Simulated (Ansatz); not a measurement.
`[SH][Zr]([SH])([Cl])[Cl]`: the same geometry under several functionals.

```yaml
crystal:
  periodic: [false, false, false]
  atoms:
    - {symbol: S, position_ang: [-1.702414, -0.207282, 1.606972]}
    - {symbol: Zr, position_ang: [-0.247768, -0.153055, -0.312648]}
    - {symbol: S, position_ang: [1.962714, -0.466353, 0.609427]}
    - {symbol: Cl, position_ang: [-0.777481, -1.903379, -1.749428]}
    - {symbol: Cl, position_ang: [-0.330026, 1.919369, -1.374382]}
    - {symbol: H, position_ang: [-1.420274, 1.094550, 1.828857]}
    - {symbol: H, position_ang: [2.515249, -0.283850, -0.608778]}
basis:
  gaussian: {orbitals: def2-TZVPP}
hamiltonian: {xc: pbe, dispersion: d4}
output: {forces: true, orbitals: {seedname: orbitals}}
```

```sh
$ ansatz run in.yaml --threads 4 --pin off --events-out ev --progress --plain --max-ram 10444MiB
```

Shortened log:

```
Functional definition: PBE
1586 factors; their error is unknown
mean field evaluation 1: about -48016.3027 eV, gradient 3.1e1 eV
mean field evaluation 2: about -48015.4227 eV, gradient 3.9e1 eV
mean field evaluation 4: about -48018.8622 eV, gradient 3.4e0 eV
mean field evaluation 8: about -48018.8948 eV, gradient 1.8e-1 eV
mean field evaluation 16: about -48018.8734 eV, gradient 3.3e-4 eV
mean field -48018.87339090 eV, -1764.6610487542 hartree, gradient 1.9e-5 eV, S^2 0.000000; 0 other end points of the search recorded, 0 dependent functions left out
reference -48018.87345166 eV, -1764.6610509870 hartree; 40, 40 occupied and 212, 212 virtual orbitals, 1586 factors
Total energy: -48019.15623347 eV, -1764.6714430271 hartree
Atom 0 at    -1.702414    -0.207282     1.606972 Å, force    -0.171645    -0.242655     0.138551 eV/Å
Atom 1 at    -0.247768    -0.153055    -0.312648 Å, force    -0.005897     0.037264    -0.030276 eV/Å
Atom 2 at     1.962714    -0.466353     0.609427 Å, force     0.080834    -0.059324     0.296759 eV/Å
Atom 3 at    -0.777481    -1.903379    -1.749428 Å, force    -0.048951    -0.167946    -0.128259 eV/Å
Atom 4 at    -0.330026     1.919369    -1.374382 Å, force    -0.003206     0.181077    -0.093918 eV/Å
Atom 5 at    -1.420274     1.094550     1.828857 Å, force     0.050077     0.223215     0.032550 eV/Å
Atom 6 at     2.515249    -0.283850    -0.608778 Å, force     0.098789     0.028369    -0.215407 eV/Å
Dipole moment:     0.049995     0.133474     0.023790 e Å
```

It took 3.8 s on 4 threads of an Arm Neoverse V1 on a shared host, with 0.42 GiB of host memory at the peak.

With the line `hamiltonian: {xc: {name: B97M-V}}` and no forces (abridged; 18 s):

```
Functional definition: B97M-V
mean field evaluation 16: about -48026.5486 eV, gradient 6.7e-4 eV
mean field -48026.54859817 eV, -1764.9431074189 hartree, gradient 2.4e-5 eV, S^2 0.000000
Total energy: -48026.54868529 eV, -1764.9431106205 hartree
```

With the line `hamiltonian: {xc: {name: r2SCAN0}, dispersion: d4}` and no forces (abridged; 12 s):

```
Functional definition: r2SCAN0
mean field evaluation 16: about -48034.1481 eV, gradient 7.7e-5 eV
mean field -48034.14805946 eV, -1765.2223824701 hartree, gradient 2.4e-5 eV, S^2 0.000000
Total energy: -48034.23469982 eV, -1765.2255664448 hartree
```

With the line `hamiltonian: {xc: {name: B2PLYP}}` and no forces (abridged; 9.5 s):

```
Functional definition: B2PLYP
mean field evaluation 16: about -48011.9538 eV, gradient 2.7e-4 eV
mean field -48011.95379296 eV, -1764.4067582202 hartree, gradient 8.7e-6 eV, S^2 0.000000
20 core orbitals not correlated: weight in the atoms' cores, before any rotation towards them, 1.000 or more for the frozen orbitals, at most 0.000 for the correlated occupied ones
second order -36.46182759 eV of doubles, -0.00000000 eV of singles
Total energy: -48021.79868192 eV, -1764.7685512164 hartree
```

The same input with `hamiltonian: {xc: {name: LC-wPBE}}` and no forces (abridged; 4.5 s):

```
Functional definition: LC-wPBE
mean field evaluation 16: about -48024.9919 eV, gradient 1.0e-4 eV
mean field -48024.99185750 eV, -1764.8858982544 hartree, gradient 3.6e-5 eV, S^2 0.000000
Total energy: -48024.99185751 eV, -1764.8858982547 hartree
```

The same input with `hamiltonian: {xc: {name: wB97M-V}}` (abridged; 23 s):

```
Functional definition: wB97M-V
mean field evaluation 16: about -48033.2032 eV, gradient 9.4e-5 eV
mean field -48033.20324753 eV, -1765.1876612722 hartree, gradient 4.2e-5 eV, S^2 0.000000
Total energy: -48033.20331865 eV, -1765.1876638859 hartree
Atom 0 force    -0.037470     0.058624     0.059468 eV/Å
Atom 1 force     0.017188     0.016689     0.047623 eV/Å
Atom 2 force     0.110158    -0.005257    -0.030819 eV/Å
Atom 3 force    -0.030892    -0.074646    -0.061261 eV/Å
Atom 4 force    -0.009725     0.086764    -0.051346 eV/Å
Atom 5 force    -0.004262    -0.074589    -0.026962 eV/Å
Atom 6 force    -0.044997    -0.007585     0.063297 eV/Å
Dipole moment:     0.052150     0.133543     0.004653 e Å
```
